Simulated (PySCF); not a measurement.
GaH3O2Se, SMILES [OH][Ga]([OH])[SeH].

Geometry: PBE-D3(BJ)/def2-SVP. The structure was generated by enumeration; whether it is a known compound was not checked. One conformer was computed; it need not be the lowest.

Level of theory: PBE/def2-TZVP (PySCF).

Gas-phase values at a fixed geometry.

```
Item                                                                                                            Value
---------------------------------------------------------------------------------------------  ----------------------
total energy                                                                                      -4478.02376 hartree
point group                                                                                                        Cs
highest occupied level                                                                                       -6.30 eV
lowest empty level                                                                                           -2.00 eV
orbital gap                                                                                                   4.30 eV
dipole moment                                                                                                  0.97 D
quadrupole, principal values (traceless, Buckingham form, about the centre of nuclear charge)  -1.65, -0.93, 2.58 D·Å
mean static polarisability                                                                       63.3 bohr³ (9.38 Å³)
polarisability, principal values                                                               46.4, 61.2, 82.3 bohr³
```
